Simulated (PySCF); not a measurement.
C5H7F. Atoms are numbered in the order given.

```xyz
13

C      0.1622    -2.2328     0.0000
C      0.7001    -1.0129     0.0000
C     -0.0814     0.2360     0.0000
F     -1.4282     0.0312     0.0000
C      0.3862     1.4451     0.7515
C      0.3862     1.4451    -0.7515
H     -0.9221    -2.3663     0.0000
H      0.7894    -3.1266     0.0000
H      1.7874    -0.8802     0.0000
H     -0.3972     2.0172     1.2544
H      1.3365     1.3875     1.2885
H      1.3365     1.3875    -1.2885
H     -0.3972     2.0172    -1.2544
```

Geometry optimised at PBE0-D3(BJ)/def2-SVP. The values are those of a single conformer.

Calculation: r2SCAN/def2-TZVP (PySCF).

```yaml
total_energy: -294.48128 hartree
point_group: Cs
highest_occupied_level: -6.12 eV
lowest_empty_level: -0.62 eV
orbital_gap: 5.50 eV
dipole_moment: 1.67 D
quadrupole, principal values (traceless, Buckingham form, about the centre of nuclear charge): -2.29, -0.12, 2.41 D·Å
mean_static_polarisability: 60.7 bohr³ (9.00 Å³)
polarisability_principal_values: 48.9, 52.3, 81.1 bohr³
```
